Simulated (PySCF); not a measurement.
Worked example: entropy of an ideal gas

C2H3Cl3, SMILES CC(Cl)(Cl)Cl.

Geometry: PBE-D3(BJ)/def2-SVP.

PBE-D3(BJ)/def2-SVP in PySCF gives the harmonic wavenumbers 230, 230, 303, 336, 336, 337, 517, 666, 666, 1048, 1048, 1070, 1336, 1398, 1398, 2993, 3103, 3103 cm⁻¹ and the rotational temperatures 0.1103, 0.1103, 0.0787 K. The molar mass is 133.40 g/mol, the symmetry number 3, the spin multiplicity 1.

### Question
Work out the entropy at 298.15 K and 1 atm in the rigid-rotor, harmonic-oscillator model.

### Answer

Translation (Sackur–Tetrode at 1 atm): S = R[1.5 ln M + 2.5 ln T − 1.16487] = 169.8 J/(mol K).
Rotation: q = (√π/σ) T^1.5/√(θA θB θC) = 98300, S = R[ln q + 3/2] = 108.1 J/(mol K).
Vibration: with u = 1.4388 ν/T, each mode gives R[u/(e^u − 1) − ln(1 − e^−u)]:
```json
[
 {"ν (cm⁻¹)": "230", "modes": "2", "u": "1.11", "S (J/(mol K))": "15.72"},
 {"ν (cm⁻¹)": "303", "modes": "1", "u": "1.46", "S (J/(mol K))": "5.86"},
 {"ν (cm⁻¹)": "336", "modes": "2", "u": "1.62", "S (J/(mol K))": "10.30"},
 {"ν (cm⁻¹)": "337", "modes": "1", "u": "1.63", "S (J/(mol K))": "5.13"},
 {"ν (cm⁻¹)": "517", "modes": "1", "u": "2.49", "S (J/(mol K))": "2.58"},
 {"ν (cm⁻¹)": "666", "modes": "2", "u": "3.21", "S (J/(mol K))": "2.92"},
 {"ν (cm⁻¹)": "1048", "modes": "2", "u": "5.06", "S (J/(mol K))": "0.64"},
 {"ν (cm⁻¹)": "1070", "modes": "1", "u": "5.16", "S (J/(mol K))": "0.29"},
 {"ν (cm⁻¹)": "1336", "modes": "1", "u": "6.45", "S (J/(mol K))": "0.10"},
 {"ν (cm⁻¹)": "1398", "modes": "2", "u": "6.75", "S (J/(mol K))": "0.15"}
]
```
The stiffer modes add less than 0.005 each. Sum 43.7 J/(mol K).
Spin: R ln 1 = 0.0 J/(mol K).
Total 321.5 J/(mol K); the program's own thermochemistry gives 321.5. Translation makes up 53 % and vibration 14 %. Anharmonicity, hindered rotation and orbital degeneracy are left out.
